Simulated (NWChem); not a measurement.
Species: ZnCl₂; SMILES [Cl][Zn][Cl]

```xyz
3

Zn     0.0000     0.0000    -0.1145
Cl     2.0970     0.0000    -0.1146
Cl    -2.0970     0.0000    -0.1146
```
Atoms are numbered in this order, from 1.

Level: PBE0/def2-SVP (NWChem), optimised geometry, unscaled harmonic frequencies. 

```tsv
frequency (cm⁻¹)	IR intensity (km/mol)
97	17.8
358	0.0
513	74.2
```

```
Quantity                                                                            Value
-----------------------------------------------------------------------  ----------------
zero-point energy                                                            1.4 kcal/mol
thermal correction to the enthalpy at 298.15 K (with zero-point energy)      4.6 kcal/mol
heat capacity Cv                                                         10.7 cal/(mol K)
entropy at 298.15 K and 1 atm (symmetry number 2)                        52.2 cal/(mol K)
dipole moment                                                                      0.00 D
```

Rigid rotor and harmonic oscillator; modes under 100 cm⁻¹ make the entropy uncertain.
